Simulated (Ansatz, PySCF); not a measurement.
Si(OSiH3)3(Cl) (ClH₉O₃Si₄), SMILES [SiH3]O[Si](Cl)(O[SiH3])O[SiH3]. Atoms are numbered in the order given.

```xyz
17

Si     0.1933     3.4262    -0.4838
O     -0.5338     1.9230    -0.4827
Si    -0.1916     0.3864    -0.0744
Cl     0.2408    -0.6932    -1.7755
O     -1.4693    -0.3104     0.6525
Si    -2.7067    -1.3974     0.3815
O      1.1160     0.3739     0.9011
Si     2.3214    -0.6339     1.4641
H      0.2902     3.9450     0.9106
H     -0.6561     4.3317    -1.3038
H      1.5590     3.3334    -1.0776
H     -3.4119    -1.0682    -0.8904
H     -2.1544    -2.7803     0.3047
H     -3.6484    -1.2919     1.5286
H      2.8090    -0.0761     2.7546
H      3.4366    -0.6812     0.4766
H      1.7801    -2.0085     1.6748
```

Geometry optimised at PBE0-D3(BJ)/def2-SVP. One conformer was computed; it need not be the lowest.

Two levels are set side by side: PBE-D3(BJ)/def2-SVP (Ansatz, a program for electronic structure) and PBE0-D3(BJ)/def2-SVP (Ansatz). Each level has its own optimised geometry; the coordinates shown are those of the second. Frequencies come from the Hessian of PySCF at each geometry. Differences are taken from unrounded values.

| quantity | PBE0-D3(BJ) | PBE-D3(BJ) | PBE-D3(BJ) minus PBE0-D3(BJ) |
|---|---|---|---|
| mean bond length (Å) | 1.585 | 1.599 | 0.014 |
| bond Si1–O2 (Å) | 1.670 | 1.688 | 0.018 |
| bond O2–Si3 (Å) | 1.626 | 1.644 | 0.017 |
| bond Si3–Cl4 (Å) | 2.061 | 2.078 | 0.017 |
| bond Si3–O5 (Å) | 1.627 | 1.644 | 0.017 |
| bond Si3–O7 (Å) | 1.631 | 1.650 | 0.019 |
| bond O5–Si6 (Å) | 1.669 | 1.687 | 0.018 |
| bond O7–Si8 (Å) | 1.669 | 1.687 | 0.018 |
| bond Si1–H9 (Å) | 1.491 | 1.502 | 0.011 |
| bond Si1–H10 (Å) | 1.488 | 1.499 | 0.011 |
| bond Si1–H11 (Å) | 1.492 | 1.503 | 0.011 |
| bond Si6–H12 (Å) | 1.491 | 1.502 | 0.011 |
| bond Si6–H13 (Å) | 1.491 | 1.502 | 0.011 |
| bond Si6–H14 (Å) | 1.488 | 1.499 | 0.011 |
| bond Si8–H15 (Å) | 1.488 | 1.499 | 0.011 |
| bond Si8–H16 (Å) | 1.490 | 1.502 | 0.011 |
| bond Si8–H17 (Å) | 1.492 | 1.503 | 0.011 |
| highest harmonic wavenumber (cm⁻¹) | 2270 | 2200 | -70 |
| mean harmonic wavenumber (cm⁻¹) | 911 | 880 | -31 |
| zero-point energy (kcal/mol) | 58.59 | 56.62 | -1.97 |

GGA bonds tend to be longer and softer than those of functionals with exact exchange. Differences between two approximate levels are no errors against the true value.
